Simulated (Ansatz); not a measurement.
**Energy profile**

The step: Si₂H₆O ([OH][SiH2][SiH3]) + H₂ → Si₂H₆ ([SiH3][SiH3]) + H₂O; bonds formed: Si1–H7, O2–H6; bonds broken: Si1–O2, H6–H7 (atoms numbered as in the saddle structure below).

```tsv
atom	x (Å)	y (Å)	z (Å)
Si1	-0.2304	-0.6504	-0.1212
O2	0.9627	-0.7896	-1.5586
H3	-0.3346	-1.8533	0.7473
H4	-1.3609	-0.8484	-1.1039
Si5	-0.7034	1.3806	0.9267
H6	1.6370	-0.7290	-0.6785
H7	1.4438	-0.4434	0.4412
H8	0.9393	-1.5941	-2.0936
H9	-0.1137	2.4765	0.1079
H10	-2.1653	1.6367	1.0583
H11	-0.0745	1.4144	2.2743
```

Electronic energies by CCSD(T) at an estimated basis limit (MP2 extrapolated from triple and quadruple zeta, plus CCSD(T) − MP2 in triple zeta), on PBE0-D4/def2-TZVP structures; Si2H8O, closed shell; no counterpoise correction. Program: Ansatz 0.2.0. Basis: def2-TZVPP and def2-QZVPP. Cores are frozen in the correlated methods. Extrapolation: Hartree–Fock as exp(−7.88 √X), correlation as X^−2.97.

Question: Give the profile in kcal/mol, counted from the separated reactants. (An estimate is asked for; the value comes from the calculation.)

Answer: By the calculation:
```tsv
point	kcal/mol
separated: Si2H6O (linked as [OH][SiH2][SiH3]; Si1, O2, H3, H4, Si5, H8, H9, H10, H11; singlet) + H2 (H6, H7; singlet)	0.00
start structure	-0.76
saddle	52.91
end structure	11.00
separated: Si2H6 (linked as [SiH3][SiH3]; Si1, H3, H4, Si5, H7, H9, H10, H11; singlet) + H2O (O2, H6, H8; singlet)	13.09
```

No T1 diagnostic of these runs exceeds 0.014.

For scale, one of the runs: CCSD(T)/def2-TZVPP, 227 basis functions, launched by `ansatz run in.yaml --threads 4 --pin off --events-out ev --progress --plain --max-ram 9574MiB`. Hardware: 4 CPU threads of an Arm Neoverse V1, shared host. Wall time 57 s; peak host memory 3.5 GiB.
